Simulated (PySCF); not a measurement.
CH5BrOSi, SMILES C[SiH](O)Br. Geometry: PBE-D3(BJ)/def2-SVP. The structure was generated by enumeration, and PubChem lists no compound with its InChIKey, so it may never have been made. One conformer was computed; it need not be the lowest.

Computed equilibrium geometry at PBE-D3(BJ)/def2-SVP (PySCF confirms it by a frequency run) as Cartesian coordinates in Å (one conformer of several):
```xyz
9

Si     0.0207    -0.7545     0.6975
C      1.7422    -1.4241     0.3792
O     -1.1981    -1.8213     0.2750
Br    -0.1712     1.1676    -0.4759
H     -0.2284    -0.4424     2.1368
H      1.8897    -2.3779     0.9264
H      2.5065    -0.6977     0.7219
H      1.9072    -1.6067    -0.7019
H     -1.2406    -2.0644    -0.6665
```
Charge 0, spin multiplicity 1.
